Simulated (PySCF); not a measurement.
**Mn³⁺ (manganese, charge +3) across methods**

[Ar] 3d4, high-spin 5D determinant. Computed with PySCF 2.14 in x2c-QZVPPall, with scalar relativity by spin-free X2C-1e.

| method | E (hartree) | mean ε 3p α (eV) | mean ε 3p β (eV) | mean ε 3d α (eV) | Σ⟨r²⟩ (bohr²) | ⟨S²⟩ |
| --- | --- | --- | --- | --- | --- | --- |
| wB97X | -1156.505 | -98.369 | -92.792 | -47.734 | 13.06 | 6.001 |
| r2SCANh | -1156.441 | -95.577 | -89.244 | -44.419 | 13.09 | 6.001 |
| LDA | -1153.993 | -91.885 | -87.478 | -43.029 | 13.21 | 6.000 |
| B3LYP | -1156.489 | -95.635 | -89.910 | -45.121 | 13.16 | 6.001 |
| PBE0 | -1156.263 | -96.639 | -90.421 | -45.633 | 13.13 | 6.001 |
| r2SCAN | -1156.444 | -93.952 | -88.123 | -43.365 | 13.10 | 6.001 |
| PBE | -1156.215 | -91.967 | -87.369 | -42.888 | 13.20 | 6.000 |
| M06-2X | -1156.492 | -100.42 | -93.510 | -48.257 | 13.07 | 6.001 |

(1) Estimate the same row for UHF.

Answers

(1) E (hartree) = -1155.45008; mean ε 3p α (eV) = -109.63; mean ε 3p β (eV) = -97.946; mean ε 3d α (eV) = -53.043; Σ⟨r²⟩ (bohr²) = 13.01; ⟨S²⟩ = 6.002.
